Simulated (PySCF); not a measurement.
cyclobutylmethylsilane (C5H12Si), SMILES [SiH3]CC1CCC1. Coordinates come from a r2SCAN-D4/def2-SVP optimisation. Other conformers were not sampled.

Computed equilibrium geometry at r2SCAN-D4/def2-SVP (PySCF confirms it by a frequency run) as bond lengths and angles (one conformer of several):
Atoms: Si1 C2 C3 C4 C5 C6 H7 H8 H9 H10 H11 H12 H13 H14 H15 H16 H17 H18. Bonds (Å): Si1–C2 1.890, Si1–H7 1.496, Si1–H8 1.495, Si1–H9 1.496, C2–C3 1.524, C2–H10 1.106, C2–H11 1.107, C3–C4 1.552, C3–C6 1.552, C3–H12 1.106, C4–C5 1.545, C4–H13 1.104, C4–H14 1.102, C5–C6 1.546, C5–H15 1.101, C5–H16 1.102, C6–H17 1.104, C6–H18 1.102. Bond angles (°): C2–Si1–H7 110.3, C2–Si1–H8 110.6, C2–Si1–H9 110.9, H7–Si1–H8 108.5, H7–Si1–H9 108.1, H8–Si1–H9 108.3, Si1–C2–C3 114.1, Si1–C2–H10 108.1, Si1–C2–H11 108.3, C3–C2–H10 110.2, C3–C2–H11 109.8, H10–C2–H11 106.0, C2–C3–C4 119.7, C2–C3–C6 119.6, C2–C3–H12 109.9, C4–C3–C6 87.9, C4–C3–H12 108.8, C6–C3–H12 108.9, C3–C4–C5 88.3, C3–C4–H13 110.4, C3–C4–H14 118.3, C5–C4–H13 111.3, C5–C4–H14 118.7, H13–C4–H14 108.6, C4–C5–C6 88.3, C4–C5–H15 118.2, C4–C5–H16 111.4, C6–C5–H15 118.1, C6–C5–H16 111.3, H15–C5–H16 108.5, C3–C6–C5 88.3, C3–C6–H17 110.4, C3–C6–H18 118.6, C5–C6–H17 111.2, C5–C6–H18 118.7, H17–C6–H18 108.4.
Charge 0, spin multiplicity 1.
